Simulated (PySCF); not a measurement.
Input for PySCF: R-B3LYP/3-21G on HF (SMILES F).

```python
from pyscf import gto, scf, dft, mp
from pyscf.data.elements import chemcore

mol = gto.M(
    atom='''
    F    -0.03245971   -0.01161536    0.34874149
    H    -0.01822541   -0.00444956    1.28328892
    ''',
    basis='3-21g',
    charge=0, spin=0, verbose=3, max_memory=1800)
mf = dft.RKS(mol, xc='b3lyp')
mf.conv_tol = 1e-8
mf.max_cycle = 100
mf.kernel()
if not mf.converged:
    mf = mf.newton().run(mf.mo_coeff, mf.mo_occ)
```

Output:

```
converged SCF energy = -99.8619267703898
```

The run converged.

Cost: about 0.3 core-seconds (a rough figure).
